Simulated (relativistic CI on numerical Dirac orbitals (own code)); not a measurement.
Method of calculation: Dirac-Coulomb-Breit CI, KLI orbitals optimised for each configuration, model QED, unscaled Slater integrals (own radial code, finite nucleus).

The strongest absorption lines from the ground level of an ion, among the configurations computed and to levels below about 141 eV (vacuum wavelength in Å, gf): 182.40 (0.079), 186.20 (0.079), 188.70 (0.96), 189.74 (2), 190.60 (0.076), 191.35 (3), 352.90 (0.12), 365.17 (0.18).

(1) Which ion is it?
A. Zn15+
B. Fe11+
C. Fe13+
D. Fe9+

Answers

(1) B. Fe11+ has 15 electrons and the ground level 3s2.3p3 4S°_3/2; the strongest line goes to 3s2.3p2.3d 4P_5/2. The pattern of lines fixes the number of electrons, and along that sequence the line energies rise steadily with the charge (about as its square where n changes within one kind of shell, about linearly where n is kept but much faster in heavy ions where fine structure, which grows about as Z⁴, sets the gap, and irregularly where shells cross), which fixes Z. Configurations outside the model, such as inner-shell arrays, can give stronger lines. At this charge energies of transitions that change n are usually good to better than 1 %, and those within a shell (Δn = 0) to a few per cent.

LS names give the leading component of a level, which can be under half, so a name can repeat, a term be missing and a line seem to break the LS rules.
